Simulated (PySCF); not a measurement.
Exercise with solution: chemical shift, span and skew from a shielding tensor

Zn(OH)(SiH3) (H₄OSiZn), SMILES [OH][Zn][SiH3]. Atoms are numbered in the order given.

```xyz
7

Zn    -0.0760     0.3711    -0.2280
O     -0.3968     1.9388    -0.9886
H     -0.4162     1.9721    -1.9522
Si     0.3284    -1.6000     0.9345
H      0.3877    -2.7743     0.0062
H     -0.7449    -1.8859     1.9391
H      1.6298    -1.5569     1.6743
```

Geometry: r2SCAN-D4/def2-SVP. A frequency run showed that this geometry is not a minimum. One conformer was computed; it need not be the lowest.

GIAO shieldings from PBE0/pcSseg-1 (PySCF), non-relativistic, no solvent. The symmetric part of the tensor of Si4 has the principal values 479.8, 493.9, 496.0 ppm. The same nucleus in TMS has σ = 352.7 ppm at this level (PySCF, at its B3LYP-D3(BJ)/def2-TZVP geometry).

Question: Work out the isotropic shielding, the ²⁹Si shift against TMS, the span and the skew.

Answer: 
σ(iso) = (σ11 + σ22 + σ33)/3 = 489.9 ppm. δ = σ(ref) − σ(iso) = 352.7 − (489.9) = -137.2 ppm.
Span Ω = σ33 − σ11 = 16.2 ppm. Skew κ = 3(σ(iso) − σ22)/Ω = -0.74. Tumbling in solution averages the tensor to δ; in a static solid the shielding alone would spread this spin-1/2 line over Ω.
